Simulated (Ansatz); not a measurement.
`CO[C](=N)[GeH3]` + dimethylamine → `C[N](C)[GeH3]` + `COC=N` at 500 K and 1 bar (ligand exchange at a Ge–C bond).

Isolated molecules relaxed with PBE0-D4/def2-TZVP in Ansatz; ΔE leaves out vibrations. CCSD(T)/CBS is the MP2 limit (def2-TZVPP, def2-QZVPP) plus CCSD(T) − MP2 in def2-TZVPP, frozen cores. For Ge outer-core shells are correlated without core-valence functions, which leaves a few kJ/mol of doubt a bond. Scalar relativity is left out up to krypton. One conformer a species, not always the lowest.

```csv
species,CCSD(T)/CBS energy (Eh),H − E (kJ/mol),S (J/(mol·K))
`CO[C](=N)[GeH3]`,-2286.26718,278.9,422.6
`CNC`,-135.00321,273.8,313.8
`C[N](C)[GeH3]`,-2212.31524,322.7,403.6
`COC=N`,-208.96207,227.9,326.5
```

H − E and S are ideal-gas, rigid-rotor, harmonic terms from PBE0-D4/def2-TZVP, for one conformer and one mirror image of each species. 1 Eh = 2625.50 kJ/mol, R = 8.31446 J/(mol·K).

Q: By hand: ΔE, ΔH, ΔS and ΔG.

A: ΔE = (-2212.31524) + (-208.96207) − (-2286.26718) − (-135.00321) = -0.00692 Eh = -18.2 kJ/mol. Δ(H − E) = 322.7 + 227.9 − 278.9 − 273.8 = -2.1, so ΔH = -20.3 kJ/mol. ΔS = 403.6 + 326.5 − 422.6 − 313.8 = -6.3 J/(mol·K). ΔG = -20.3 − 500 × (-6.3)/1000 = -17.2 kJ/mol.

Q: By hand: the equilibrium constant, and the temperature at which ΔG would vanish if ΔH and ΔS stayed fixed.

A: log₁₀ K = −ΔG/(RT ln 10) = 1.8. ΔG = 0 at ΔH/ΔS = 3222 K, far beyond where these terms or the molecules hold.

The number of gas molecules stays the same, so ΔS is small and ΔH decides. A doubt of 5 kJ/mol in ΔE shifts log₁₀ K by 0.5 here. Other conformers and mirror images would add mixing entropy, several J/(mol·K) or more a flexible species. These are equilibria of isolated gas molecules and say nothing of rates. Largest T1 diagnostic: 0.014 (customary marks: 0.02 for closed shells, 0.045 for open ones).
